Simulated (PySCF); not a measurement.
Vertical excitations of a molecule C₄H₂ClF from PySCF with TDA-PBE/def2-SVPD, as energy in eV (oscillator strength): 4.99 (0.000), 5.20 (0.000), 5.45 (0.392), 5.88 (0.001), 6.34 (0.000), 6.42 (0.002), 6.49 (0.232), 6.62 (0.116), 6.99 (0.006), 7.14 (0.107). Lowest triplet (TDA): 3.24 eV. Geometry optimised at B3LYP-D3(BJ)/def2-SVP. One conformer was computed; it need not be the lowest.

Problem. Which structure fits?
A. C#C/C(Cl)=C\F
B. C#C/C=C(\F)Cl
C. C#C/C(F)=C\Cl

Solution. B, C#C/C=C(\F)Cl
